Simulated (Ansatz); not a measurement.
AlSiH4ClF2, closed shell: at the start structure of a reaction step.

The input file, in.yaml:

```yaml
crystal:
  periodic: [false, false, false]
  atoms:
    - {symbol: Al, position_ang: [-1.173800, -0.424032, -0.349259]}
    - {symbol: Si, position_ang: [1.173771, 0.112980, -0.732230]}
    - {symbol: F, position_ang: [-1.629672, -1.984672, -0.067293]}
    - {symbol: F, position_ang: [-2.356719, 0.619397, -0.833733]}
    - {symbol: H, position_ang: [0.056583, 0.615382, 2.120594]}
    - {symbol: Cl, position_ang: [-1.194130, 0.310367, 2.153600]}
    - {symbol: H, position_ang: [1.381969, 1.196430, -1.729953]}
    - {symbol: H, position_ang: [1.997654, -1.061837, -1.124206]}
    - {symbol: H, position_ang: [1.744243, 0.615986, 0.562479]}
basis:
  gaussian: {orbitals: STO-3G}
hamiltonian: {xc: pbe, dispersion: d4}
```

Command:

```bash
ansatz run in.yaml --threads 4 --pin off --events-out ev --progress --plain --max-ram 9574MiB
```

The run's output (Ansatz 0.2.0):

```
Functional definition: PBE
  name "PBE"
  cite "Perdew, Burke & Ernzerhof, Phys. Rev. Lett. 77, 3865 (1996) doi:10.1103/PhysRevLett.77.3865"
  parent pbe
  parameter kappa = 0.804
  parameter beta = 0.06672455060314922
  exchange = pbe_x(kappa = kappa, mu = beta*pi^2/3)
  correlation = pbe_c(beta = beta)
482 factors; integrals over basis functions are off by at most 7.9e-5 eV
mean field evaluation 1: about -32088.5584 eV, gradient 3.0e1 eV
mean field evaluation 2: about -32073.1202 eV, gradient 8.1e1 eV
mean field evaluation 4: about -32092.0606 eV, gradient 2.0e0 eV
mean field evaluation 8: about -32092.0345 eV, gradient 1.2e-1 eV
mean field -32092.03456671 eV, -1179.3605175644 hartree, gradient 1.8e-5 eV, S^2 0.000000; 0 other end points of the search recorded, 0 dependent functions left out
reference -32092.03458704 eV, -1179.3605183113 hartree; 33, 33 occupied and 8, 8 virtual orbitals, 482 factors
Total energy: -32092.23532796 eV, -1179.3678954042 hartree
```

The lines “mean field evaluation” count trial sets of orbitals through the whole run, from several starts and some on an approximate energy, so they need not fall steadily or lie above the final value.

The run took about 0.55 s on 4 CPU threads of an AMD EPYC 7R43 (shared host).
